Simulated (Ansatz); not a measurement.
A run for Ansatz (a quantum-chemistry and plane-wave program): U-PBE0/def2-TZVPP on NaC+, 2S+1 = 5, a spin state set in the input, which need not be the lowest. Charge +1.

Ansatz 0.2 input:
```yaml
crystal:
  periodic: [false, false, false]
  atoms:
    - {symbol: C, position_ang: [0.00000000, 0.00000000, 0.00000000]}
    - {symbol: Na, position_ang: [0.00000000, 0.00000000, 2.29900000]}
basis:
  gaussian:
    orbitals: def2-TZVPP
hamiltonian:
  xc: {name: PBE0}
total_charge: 1
magnetization: {spin_polarized: true, initial_magnetization: 4}
relax: {f_tol: 0.002, max_steps: 120}
```

Task: Give the final energy of this run.

Result: -199.6439 hartree.

Task: How many basis functions does it have, and what does it roughly cost on one machine?

Result: 63 functions; about 15 core-seconds (a rough figure).
